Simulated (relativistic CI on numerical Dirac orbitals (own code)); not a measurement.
## Level scheme of Fe¹⁰⁺

Calculated at this level of theory: Dirac-Coulomb-Breit CI, separate exchange-only KLI orbitals for each configuration, model QED, unscaled Slater integrals (own radial code, finite nucleus).

CI space (outside the closed core [Ne]): 3s2 3p4, 3s 3p5, 3p6, 3s2 3p3 3d, 3s 3p4 3d, 3p5 3d, 3s 3p3 3d2, 3s2 3p3 4s, 3s2 3p3 4p, 3s2 3p2 3d 4p, 3p5 4s, 3p5 4p, 3s2 3p3 4d, 3s 3p3 3d 4s, 3s 3p4 4s, 3s2 3p3 4f, 3s 3p4 4p, 3s2 3p3 5s, 3s 3p4 4d, 3p4 3d 4p, 3s2 3p3 5p, 3s2 3p2 4s 4p, 3s2 3p3 5d, 3s 3p4 4f, 3s2 3p3 5f, 3s2 3p3 5g, 3s2 3p3 6s, 3s 3p3 4s2, 3s2 3p3 6p, 3s2 3p2 3d2, 3s2 3p 3d3, 3s 3p2 3d3, 3s2 3p 3d2 4s, 3s2 3p 3d2 4p, 3s2 3p 3d2 4d, 3p4 3d2, 3p3 3d3, 3p3 3d2 4s, 3p3 3d2 4p, 3p3 3d2 4d, 3s2 3p2 3d 4s, 3s 3p2 3d2 4s, 3s2 3p 3d 4s2, 3s2 3p 3d 4s 4p, 3s2 3p 3d 4s 4d, 3p4 3d 4s, 3p3 3d 4s2, 3p3 3d 4s 4p, 3p3 3d 4s 4d, 3s2 3p2 4s2, 3s 3p2 3d 4s2, 3s2 3p 4s2 4p, 3s2 3p 4s2 4d, 3s2 3p2 4p2, 3s2 3p 3d 4p2, 3s 3p2 3d 4p2, 3s2 3p 4s 4p2, 3s2 3p 4p3, 3s2 3p 4p2 4d. Double excitations out of closed p, d and f shells are left out; levels of such configurations are missing from the list, as are those of other unlisted configurations, and high levels can miss mixing partners. These lack a partner that the ground configuration has and come out too high: 3s2 3p3 4f, 3s 3p4 4p, 3s2 3p3 5s, 3s 3p4 4d, 3s2 3p3 5p.

The lowest level is 3s2 3p4 3P_2, with 93 % of that term; Hund's rules for 3s2 3p4 give 3P with J = 2, in agreement.

| No. | Configuration | Term | J | E (cm⁻¹) | % | jj configuration (%) |
| --- | --- | --- | --- | --- | --- | --- |
| 1 | 3s2 3p4 | 3P | 2 | 0 | 93 | 3p3/2^2 (81) |
| 2 | 3s2 3p4 | 3P | 1 | 12535 | 97 | 3p1/2 3p3/2^3 (97) |
| 3 | 3s2 3p4 | 3P | 0 | 14376 | 92 | 3p3/2^2 (54) |
| 4 | 3s2 3p4 | 1D | 2 | 39314 | 92 | 3p1/2 3p3/2^3 (81) |
| 5 | 3s2 3p4 | 1S | 0 | 83657 | 90 | 3p3/2^4 (53) |
| 6 | 3s 3p5 | 3P° | 2 | 282342 | 79 | 3s 3p3/2^3 (79) |
| 7 | 3s 3p5 | 3P° | 1 | 291942 | 78 | 3s 3p1/2 3p3/2^4 (46) |
| 8 | 3s 3p5 | 3P° | 0 | 297872 | 78 | 3s 3p1/2 3p3/2^4 (78) |
| 9 | 3s 3p5 | 1P° | 1 | 365251 | 56 | 3s 3p3/2^3 (31) |
| 10 | 3p3(4S°) 3d | 5D° | 0 | 387702 | 96 | 3p1/2 3p3/2^2 3d3/2 (50) |
| 11 | 3p3(4S°) 3d | 5D° | 1 | 387884 | 96 | 3p1/2 3p3/2^2 3d3/2 (50) |
| 12 | 3p3(4S°) 3d | 5D° | 2 | 388107 | 96 | 3p1/2 3p3/2^2 3d3/2 (38) |
| 13 | 3p3(4S°) 3d | 5D° | 3 | 388444 | 95 | 3p1/2 3p3/2^2 3d5/2 (24) |
| 14 | 3p3(4S°) 3d | 5D° | 4 | 389347 | 95 | 3p1/2 3p3/2^2 3d5/2 (53) |
| 15 | 3p3(2D°) 3d | 3D° | 2 | 415955 | 77 | 3p3/2 3d5/2 (40) |
| 16 | 3p3(2D°) 3d | 3D° | 3 | 418234 | 89 | 3p1/2 3p3/2^2 3d5/2 (70) |
| 17 | 3p3(2D°) 3d | 3D° | 1 | 419919 | 96 | 3p1/2 3p3/2^2 3d5/2 (47) |
| 18 | 3p3(2D°) 3d | 3F° | 2 | 426276 | 80 | 3p1/2 3p3/2^2 3d3/2 (68) |
| 19 | 3p3(2D°) 3d | 1S° | 0 | 429083 | 95 | 3p1/2 3p3/2^2 3d5/2 (53) |
| 20 | 3p3(2D°) 3d | 3F° | 3 | 429587 | 88 | 3p1/2 3p3/2^2 3d3/2 (55) |
| 21 | 3p3(2D°) 3d | 3F° | 4 | 434080 | 93 | 3p1/2 3p3/2^2 3d5/2 (66) |
| 22 | 3p3(2D°) 3d | 3G° | 3 | 454941 | 91 | 3p1/2 3p3/2^2 3d3/2 (37) |
| 23 | 3p3(2D°) 3d | 3G° | 4 | 456488 | 90 | 3p1/2 3p3/2^2 3d3/2 (34) |
| 24 | 3p3(2D°) 3d | 3G° | 5 | 458669 | 97 | 3p1/2 3p3/2^2 3d5/2 (97) |
| 25 | 3p3(2D°) 3d | 1G° | 4 | 466800 | 89 | 3p1/2 3p3/2^2 3d3/2 (50) |
| 26 | 3p3(2P°) 3d | 1D° | 2 | 472783 | 88 | 3p1/2 3p3/2^2 3d3/2 (35) |
| 27 | 3p3(2P°) 3d | 3P° | 0 | 488827 | 93 | 3p3/2 3d3/2 (50) |
| 28 | 3p3(2P°) 3d | 3D° | 1 | 489125 | 94 | 3p3/2 3d3/2 (42) |
| 29 | 3p3(2P°) 3d | 3P° | 1 | 491370 | 91 | 3p3/2 3d5/2 (32) |
| 30 | 3p3(2P°) 3d | 3F° | 3 | 491827 | 90 | 3p1/2 3p3/2^2 3d5/2 (40) |

Energies count from the lowest computed level; ° marks odd parity. Percentages are summed over parent terms; the parents shown are those of the largest component, closed shells are left out there. Filled j subshells are mostly left out of the jj labels.

The mean weight of the leading LS term, summed over parents, in these 30 levels is 89 %, and that of the leading jj configuration (from the same eigenvectors) 54 %, so LS coupling describes them better.

At this charge energies of transitions that change n are usually good to better than 1 %, and those within a shell (Δn = 0) to a few per cent.

Landé's interval rule says that E(J) − E(J−1) = AJ with one A. For the ground term the intervals give A = -1841.0, -6267.6 cm⁻¹ for J = 1, 2; the multiplet is inverted.

LS names give the leading component of a level, which can be under half, so a name can repeat, a term be missing and a line seem to break the LS rules.
